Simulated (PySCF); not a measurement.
Species: `N#C[SiH2]CNCC1CCC1`. The columns A, B, C and D hold Mulliken, IAO, Hirshfeld and ESP-fitted charges (e) of one PBE0/pcSseg-1 density (PySCF), in a shuffled order. Coordinates in Å (GFN2-xTB); the density's dipole moment is (-0.95, -3.73, 0.06) D.

| atom | x | y | z | A | B | C | D |
| --- | --- | --- | --- | --- | --- | --- | --- |
| N1 | 3.280 | 2.480 | -0.578 | -0.412 | -0.203 | -0.202 | -0.209 |
| C2 | 3.319 | 1.394 | -0.213 | +0.214 | -0.031 | -0.158 | -0.211 |
| Si3 | 3.371 | -0.383 | 0.371 | +0.295 | +0.389 | +0.756 | +0.699 |
| C4 | 2.088 | -1.382 | -0.633 | +0.051 | -0.107 | -0.418 | -0.337 |
| N5 | 0.760 | -1.251 | -0.061 | -0.706 | -0.165 | -0.413 | -0.504 |
| C6 | 0.161 | 0.056 | -0.261 | -0.167 | -0.030 | -0.142 | +0.026 |
| C7 | -1.248 | 0.079 | 0.307 | +0.303 | -0.025 | -0.110 | -0.370 |
| C8 | -2.361 | -0.581 | -0.531 | -0.179 | -0.075 | -0.275 | -0.160 |
| C9 | -3.233 | 0.665 | -0.321 | -0.121 | -0.070 | -0.262 | -0.229 |
| C10 | -2.008 | 1.415 | 0.222 | -0.117 | -0.070 | -0.269 | -0.132 |
| H11 | 4.729 | -0.843 | 0.065 | -0.073 | -0.062 | -0.101 | -0.063 |
| H12 | 3.052 | -0.373 | 1.797 | -0.017 | -0.054 | -0.092 | -0.034 |
| H13 | 2.116 | -1.094 | -1.699 | +0.027 | +0.032 | +0.122 | +0.133 |
| H14 | 2.362 | -2.439 | -0.585 | +0.091 | +0.048 | +0.156 | +0.145 |
| H15 | 0.141 | -1.955 | -0.453 | +0.340 | +0.108 | +0.241 | +0.183 |
| H16 | 0.142 | 0.350 | -1.326 | +0.117 | +0.024 | +0.097 | +0.092 |
| H17 | 0.775 | 0.795 | 0.269 | +0.082 | +0.032 | +0.132 | +0.153 |
| H18 | -1.218 | -0.315 | 1.324 | -0.006 | +0.036 | +0.138 | +0.114 |
| H19 | -2.761 | -1.518 | -0.149 | +0.037 | +0.034 | +0.132 | +0.123 |
| H20 | -2.072 | -0.718 | -1.572 | +0.063 | +0.035 | +0.127 | +0.106 |
| H21 | -3.693 | 1.083 | -1.214 | +0.050 | +0.037 | +0.134 | +0.119 |
| H22 | -4.003 | 0.515 | 0.433 | +0.061 | +0.039 | +0.136 | +0.118 |
| H23 | -1.569 | 2.091 | -0.509 | +0.038 | +0.040 | +0.135 | +0.112 |
| H24 | -2.143 | 1.949 | 1.160 | +0.028 | +0.038 | +0.136 | +0.125 |

Q: Which column most likely holds the ESP-fitted charges?

A: A. Σ q r misses the density's dipole by 0.07 D (A), 1.16 D (B), 1.43 D (C), 1.77 D (D). Charges fitted to the outside potential are the only set here that is tied to the molecule's multipoles.

Q: And the Hirshfeld charges?

A: B. The mean sizes are 0.074 e (B), 0.150 e (A), 0.187 e (D), 0.203 e (C), and Hirshfeld charges are commonly the smallest of these schemes.

As computed, A = ESP-fitted, B = Hirshfeld, C = IAO, D = Mulliken. Hydrogens on carbon: ESP-fitted -0.01 to +0.12, Hirshfeld +0.02 to +0.05, IAO +0.10 to +0.16, Mulliken +0.09 to +0.15 e.

The Mulliken scheme gives each basis function's population to the atom it is centred on and halves the overlap population of two atoms between them. The ESP scheme fits charges at the nuclei, held to the total charge, to the electrostatic potential on points at 1.4 to 2.0 times the van der Waals radii.

Isolated species at its GFN2-xTB geometry (one conformer only).

The run behind these numbers computed NMR shieldings as well. The run took 65 s of wall time on Arm Neoverse V1, one thread, no GPU, shared host with 32 logical CPUs at a one-minute load of 18, and the process peaked at 1.1 GiB of memory.

Conformer computed: `[N:1]#[C:2][SiH2:3][CH2:4][NH:5][CH2:6][CH:7]1[CH2:8][CH2:9][CH2:10]1`: C2–Si3–C4–N5 -83°, Si3–C4–N5–C6 72°, C4–N5–C6–C7 177°, N5–C6–C7–C8 -78°.
